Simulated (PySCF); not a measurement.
C5H6FNSi: full NMR table

* Formula: C5H6FNSi
* SMILES: CC#C[C@H](C#N)[SiH2]F
* InChI: InChI=1S/C5H6FNSi/c1-2-3-5(4-7)8-6/h5H,8H2,1H3/t5-/m1/s1
* Point group of the computed structure: C1
* Degrees of unsaturation: 4
* Carbon signals: 5
* Proton signals: 4

Atoms are numbered as in `[CH3:1][C:2]#[C:3][C@H:4]([C:5]#[N:6])[SiH2:7][F:8]`. Hydrogens are named by the atom that carries them. Ha(Si7) is pro-R; Hb(Si7) is pro-S.

Averaged over atoms made equivalent by symmetry, fast rotation or ring inversion, no solvent, one computed conformer, relativity neglected. σ from GIAO-PBE0/pcSseg-1; geometry from GFN2-xTB; PySCF 2.14.

Scale: $^{1}$H, $^{13}$C, $^{29}$Si against TMS; $^{19}$F vs CFCl3; $^{15}$N vs NH3 (reference shieldings calculated alike).

| carbon | δC, type | δH (multiplicity) | HMBC from (2–3 bonds) | span of the C tensor (ppm) |
| --- | --- | --- | --- | --- |
| C1 | 4.8, CH3 | 2.12 (s) | – | 23 |
| C2 | 89.5, C | – | H(C4), H(C1) | 253 |
| C3 | 73.8, C | – | Ha(Si7), Hb(Si7), H(C4), H(C1) | 246 |
| C4 | 9.5, CH | 3.20 (m) | Ha(Si7), Hb(Si7) | 23 |
| C5 | 118.0, C | – | Ha(Si7), Hb(Si7), H(C4) | 340 |

Other nuclei:
| atoms | nucleus | environment | δ (ppm) | σ (ppm) |
| --- | --- | --- | --- | --- |
| Ha(Si7) | $^{1}$H | hydrogen on a silicon bonded to C, F | 5.13 | 26.58 |
| Hb(Si7) | $^{1}$H | hydrogen on a silicon bonded to C, F | 5.07 | 26.65 |
| F8 | $^{19}$F | fluorine bonded to Si | -217.9 | 388.9 |
| Si7 | $^{29}$Si | silicon bonded to C, F, 2 H | -0.6 | 349.7 |
| N6 | $^{15}$N | nitrile nitrogen | 301.9 | -34.1 |

- Carbon types of the structure: 3 × C, 1 × CH, 1 × CH3, leaving 2 H on heteroatoms.
- δC 118.0: nitrile carbon; typical of a nitrile.
- δC 89.5, 73.8: alkyne carbon; the triple bond shields along its axis, which puts it between sp3 and sp2 carbons.
- δC 9.5: sp3 CH bonded to Si, α to a nitrile; an electropositive neighbour leaves it electron-rich and shielded.
- δC 4.8: propargylic methyl carbon; saturated and bonded to C and H only.
- δH 3.20: hydrogen on an sp3 CH bonded to Si, α to a nitrile.

Splittings by $^{19}$F in the carbon and heteronuclear signals aren't shown, as no couplings were computed. Shifts are as computed. Against solution values, carbons near 30 ppm lie about +3 ppm off and those near 130 ppm about +5 ppm. Of 1211 compounds with measured shifts, 218 miss one by over three times the rms of a fit or turn the order of signals round; such compounds aren't used in these exercises. Unscaled 19F shifts against computed CFCl3 carry errors that often reach 10 to 50 ppm. Experimental scales use liquid or dissolved standards, which lie at an offset from isolated NH3 (liquid NH3: subtract about 20 ppm). Unscaled 15N shifts of sp2 nitrogen come out 20 to 40 ppm too high even then. No couplings were computed; multiplicities are counted from neighbouring protons, with m where these are inequivalent, close in shift, in a saturated or five-membered ring or joined by F or P, and br s for small geminal =CH2 splittings.
